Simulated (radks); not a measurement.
Values are calculated unless marked as measured or tabulated.
Problem. Species: the praseodymium ion Pr11+. Configuration: [Kr] 4d10 5s2. Code: a radial shooting solver on a logarithmic mesh with Libxc functionals. Model: Dirac Kohn-Sham, BLYP, spin-unpolarised, spherical densities, finite nucleus; Fermi nuclear charge, rms radius 4.8919 fm. Some entries of the table are withheld. Estimate them.

orbital,occ.,eigenvalue (hartree),<r^2> (bohr^2)
1s1/2,2,-1542.450,0.0007896
2s1/2,2,-253.9632,0.01247
2p1/2,2,(1),0.009130
2p3/2,4,(2),0.01039
3s1/2,2,-60.36139,0.08462
3p1/2,2,(3),(4)
3p3/2,4,(5),(6)
3d3/2,4,-41.03241,0.07086
3d5/2,6,-40.27548,0.07295
4s1/2,2,-17.41183,0.4252
4p1/2,2,-15.23499,0.4489
4p3/2,4,-14.44469,0.4858
4d3/2,4,-10.84069,0.5510
4d5/2,6,-10.69574,0.5640
5s1/2,2,-7.05618,1.813

Solution. 
(1) 2p1/2 eigenvalue (hartree): -240.4346
(2) 2p3/2 eigenvalue (hartree): -222.7067
(3) 3p1/2 eigenvalue (hartree): -54.60421
(4) 3p1/2 <r^2> (bohr^2): 0.07956
(5) 3p3/2 eigenvalue (hartree): -51.09057
(6) 3p3/2 <r^2> (bohr^2): 0.08697
